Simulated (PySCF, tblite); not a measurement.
Isomers of C3H12SSi3, one GFN2-xTB conformer each. Single-point energies are computed at PBE0/pcSseg-1 (PySCF, gas phase, no added dispersion term), electronic only.

| SMILES | GFN2-xTB relative energy (kJ/mol) |
| --- | --- |
| CS[C@@H]1C[Si@H]([SiH3])[SiH2]1 | 193.4 |
| C=C(C)[SiH2][SiH2]S[SiH3] | 0.0 |

Conformers: `[CH3:1][S:2][C@@H:3]1[CH2:4][Si@H:5]([SiH3:6])[SiH2:7]1` with C1–S2–C3–C4 -70°, S2–C3–C4–Si5 -138°, C3–C4–Si5–Si6 140°, C4–Si5–Si7–C3 -10°, S2–C3–Si7–Si5 136°; `[CH2:1]=[C:2]([CH3:3])[SiH2:4][SiH2:5][S:6][SiH3:7]` with C1–C2–Si4–Si5 -129°, C2–Si4–Si5–S6 31°, Si4–Si5–S6–Si7 58°.

**Question.** What does PBE0/pcSseg-1 give for the same structures?

**Answer.** 
```
                         SMILES  PBE0/pcSseg-1 E (Eh)  PBE0/pcSseg-1 (kJ/mol)  GFN2-xTB (kJ/mol)  point group
      C=C(C)[SiH2][SiH2]S[SiH3]           -1387.50456                     0.0                0.0           C1
CS[C@@H]1C[Si@H]([SiH3])[SiH2]1           -1387.46198                   111.8              193.4           C1
```

Both levels put the same isomer lowest. As drawn, the lower has a C=C bond outside aromatic rings, which the higher lacks; the higher has a four-membered ring, which the lower lacks.

**Question.** Which frontier levels, dipoles and rotational constants go with these structures?

**Answer.** 
```json
{"SMILES": "C=C(C)[SiH2][SiH2]S[SiH3]", "HOMO (eV, PBE0/pcSseg-1)": "-7.06", "LUMO (eV)": "-0.80", "dipole (D)": "1.55", "A, B, C (MHz)": "1446, 799.7, 681.3"}
{"SMILES": "CS[C@@H]1C[Si@H]([SiH3])[SiH2]1", "HOMO (eV, PBE0/pcSseg-1)": "-6.26", "LUMO (eV)": "-0.77", "dipole (D)": "1.64", "A, B, C (MHz)": "2203, 582.6, 517.8"}
```

**Question.** What happens when harmonic zero-point energies from GFN2-xTB frequencies are added?

**Answer.** 
| SMILES | ZPE (kJ/mol) | electronic (kJ/mol) | with ZPE (kJ/mol) |
| --- | --- | --- | --- |
| C=C(C)[SiH2][SiH2]S[SiH3] | 337.1 | 0.0 | 0.0 |
| CS[C@@H]1C[Si@H]([SiH3])[SiH2]1 | 341.2 | 111.8 | 115.9 |

The zero-point energies span 4.1 kJ/mol. The order is unchanged.
